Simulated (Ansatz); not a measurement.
Conformers of H6O2Si2 (`O[SiH2][SiH2]O`), each relaxed with PBE0-D4/def2-TZVP in Ansatz. CBS adds the triple-zeta coupled-cluster correction to the MP2 limit.

Not all of them had a frequency check.

Conformer A:

Z-matrix (Å, degrees):
```
Si
Si 1 2.357
O 1 1.656 2 112.1
H 1 1.494 2 109.5 3 -124.0
H 1 1.487 2 110.5 3 117.2
O 2 1.656 1 112.1 3 -179.9
H 2 1.493 1 109.5 3 -55.8
H 2 1.487 1 110.5 3 62.9
H 3 0.958 1 117.4 2 -63.7
H 6 0.958 2 117.4 1 63.7
```

Conformer B:

Z-matrix (Å, degrees):
```
Si
Si 1 2.355
O 1 1.666 2 99.0
H 1 1.492 2 114.6 3 -117.8
H 1 1.492 2 114.8 3 118.1
O 2 1.652 1 104.4 3 4.7
H 2 1.489 1 112.0 3 -115.1
H 2 1.488 1 112.5 3 123.9
H 3 0.958 1 118.7 2 -179.1
H 6 0.962 2 113.9 1 -4.7
```

Question: Which is lowest in electronic energy at CCSD(T)/CBS (frozen core, def2 sets), and by how much? (Best estimate.)

Answer: The calculation gave: B; A lies 5.4 kJ/mol higher.

Question: Give the energies relative to B (kJ/mol) with PBE-D4/def2-TZVPP, PBE0/def2-TZVPP, B3LYP/def2-TZVPP, MP2/def2-TZVPP, HF/def2-QZVPP, SCS-MP2/def2-QZVPP, HF/CBS(def2). (Best estimate.)

Answer: The calculation gave: 
| level | A |
| --- | --- |
| PBE-D4/def2-TZVPP | 4.7 |
| PBE0/def2-TZVPP | 4.3 |
| B3LYP/def2-TZVPP | 3.5 |
| MP2/def2-TZVPP | 5.7 |
| HF/def2-QZVPP | 2.2 |
| SCS-MP2/def2-QZVPP | 4.6 |
| HF/CBS(def2) | 2.1 |

B3LYP here is the variant with VWN-RPA as its local correlation; programs differ in this.
